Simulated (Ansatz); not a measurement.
Relaxation of FH$_{9}$N$_{2}$Si (13 atoms, charge 0, multiplicity 1), to a largest force component of 0.03 eV/Å in at most 50 steps.

These are results of UKS r2SCAN/def2-SVP (Ansatz), not measurements.

```xyz
13
Properties=species:S:1:pos:R:3
Si -1.425 0.986 -1.060
N -0.609 -0.536 -0.539
H -0.481 1.713 -1.946
H -1.767 1.750 0.167
H -2.687 0.712 -1.818
H 0.774 0.430 0.321
F 1.130 1.274 0.447
H 0.963 -1.431 0.917
N 1.712 -1.279 1.593
H -1.212 -1.146 0.016
H -0.266 -1.092 -1.325
H 2.478 -0.877 1.051
H 1.389 -0.504 2.174
```

Question: Where does it end, and by what steps?

Answer: The forces met the threshold. The force dipped under the threshold on the way, but the program's further checks kept it going. After 36 steps the energy has fallen by 0.519 eV; H12 moved furthest, 2.27 Å.

```tsv
step	energy less start (eV)	largest force component (eV/Å)	accepted
0	0.0000	1.219	yes
2	-0.0798	0.230	yes
4	-0.1092	0.334	yes
6	-0.0749	0.633	no
8	-0.1218	0.023	yes
10	-0.1241	0.056	yes
12	-0.1271	0.210	yes
14	-0.1323	0.263	yes
16	-0.1385	0.193	yes
18	-0.1435	0.504	yes
20	-0.1730	0.165	yes
22	-0.2257	0.763	yes
24	-0.3346	0.688	yes
26	-0.4283	0.634	yes
28	-0.4895	0.446	yes
30	-0.4856	0.238	no
32	-0.5151	0.123	yes
34	-0.5190	0.024	yes
36	-0.5194	0.022	yes
```

```xyz
13
Properties=species:S:1:pos:R:3
Si -1.509 0.907 -0.670
N -0.263 -0.290 -0.995
H -1.392 2.004 -1.673
H -1.258 1.428 0.701
H -2.906 0.371 -0.732
H 1.095 0.541 -0.769
F 1.823 1.049 -0.356
H 1.674 -1.886 1.569
N 0.987 -1.141 1.449
H -0.051 -0.911 -0.186
H -0.345 -0.828 -1.857
H 0.637 -0.927 2.385
H 1.509 -0.315 1.135
```

Whether the end is a true minimum wasn't checked by a vibrational analysis.

Time of the run: 2.9 min on 4 threads of Arm Neoverse N1 (shared host), peak memory 0.23 GiB.
